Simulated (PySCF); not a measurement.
Telling isomers of C$_{7}$H$_{10}$O apart by NMR

Relativity neglected, one computed conformer, in vacuum, rapidly exchanging positions averaged. Shielding tensors at PBE0/pcSseg-1 (GIAO); geometry: GFN2-xTB; PySCF 2.14.

Scale: 1H (σ = 31.72 ppm) and 13C (σ = 186.93 ppm) vs TMS (reference shieldings calculated alike). Where no couplings were computed, multiplicities follow the n + 1 count of equivalent neighbours, and m marks all less simple cases (inequivalent or close neighbours, rings, F or P nearby). Shifts are as computed. Against solution values, carbons near 30 ppm lie about +3 ppm off and those near 130 ppm about +5 ppm. Of 1211 compounds with measured shifts, 218 miss one by over three times the rms of a fit or turn the order of signals round; such compounds aren't used in these exercises.

(1) Tabulate the signals of `C#CCC(=C)OCC`, `O=C(C1CC1)C1CC1` and their relative energies.

(2) What is the quickest way to tell C#CCC(=C)OCC from O=C(C1CC1)C1CC1?

Results:

(1) 
| SMILES | carbon types | δC | δH | E rel. (kcal/mol) |
| --- | --- | --- | --- | --- |
| C#CCC(=C)OCC | 2×C 1×CH 3×CH2 1×CH3 | 169.3, 87.7, 86.3, 75.5, 65.8, 28.5, 17.3 | 4.26 (br s, 1H), 4.04 (br s, 1H), 3.72 (q, 2H), 3.02 (d, 2H), 1.49 (t, 1H), 1.42 (t, 3H) | 36.6 |
| O=C(C1CC1)C1CC1 | 1×C 2×CH 4×CH2 | 217.7, 24.7, 14.6 | 1.99 (m, 2H), 1.11 (m, 4H), 0.85 (m, 4H) | 0.0 |

Energies are electronic energies at PBE0/pcSseg-1 on these geometries, without zero-point or thermal terms, each for the one conformer computed, which needn't be the lowest.

(2) Count the carbon signals: 7 against 3. The first has an alkyne carbon (C) at 87.7 ppm, the second a three-membered-ring carbon (CH) at 24.7 ppm. Their most deshielded carbons lie at 169.3 and 217.7 ppm. In the proton spectra the most deshielded non-exchanging signals are 4.26 (br s, 1H) and 1.99 (m, 2H).
